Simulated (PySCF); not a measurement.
These are M06-2X/def2-TZVP // PBE0-D3(BJ)/def2-SVP in PySCF values and carry that method's errors. Gas-phase values, no solvent. One relaxed conformer stands for a flexible species; it need not be the lowest. Excitations are Tamm–Dancoff values on a coarser integration grid. The basis has no diffuse functions, so Rydberg states are missing or too high.

Reference species (SMILES): `COc1csc2c([SiH3])csc12` (C–O–C–C torsion 0°) (neutral, multiplicity 1).

```yaml
HOMO–LUMO gap: 6.99 eV
S1 excitation (TDA): 4.99 eV
T1 excitation (TDA): 3.59 eV
```

Changed species: `COc1c([SiH3])sc2ccsc12` (C–O–C–C torsion 177°).

### Question
What does the change do to the HOMO–LUMO gap, S1 excitation (TDA) and T1 excitation (TDA)?

### Answer
the HOMO–LUMO gap falls by 0.38 eV, to 6.61 eV; the S1 excitation (TDA) falls by 0.29 eV, to 4.70 eV; the T1 excitation (TDA) falls by 0.36 eV, to 3.23 eV.
